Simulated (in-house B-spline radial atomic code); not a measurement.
Successive ionisation energies of europium; each step leads to the configuration of the next row (after the last: bare). Dirac energy differences include first-order Breit, QED and recoil terms. NIST's values go from ground level to ground level; the uncertainty of those that are theory runs from under 0.1 % in few-electron ions to several per cent in heavy many-electron ones. Computed with a B-spline radial code for spherical atoms: Dirac-Hartree-Fock, jj configuration that fills j = l - 1/2 first, finite nuclei.

A number in brackets counts the electrons of a j subshell.

```tsv
ion	configuration	ionisation energy (eV)	tabulated value (eV)	computed minus tabulated (eV)	highest orbital	largest mean radius (bohr)
Eu58+	[He] 2s2 2p1/2(1)	13049.1	13050	-1	2p1/2	0.090461
Eu59+	[He] 2s2	13462.5	13462	0	2s1/2	0.089978
Eu60+	[He] 2s1	13738.2	13738.58	0	2s1/2	0.089539
Eu61+	1s2	55862.3	55865.93	-4	1s1/2	0.022183
Eu62+	1s1	57120.4	57120.64	0	1s1/2	0.022037
```

Task: Where is the largest jump?

Result: From Eu60+ to Eu61+, by a factor of 4.07 (13738 to 55862 eV); the highest orbital goes from 2s1/2 to 1s1/2.
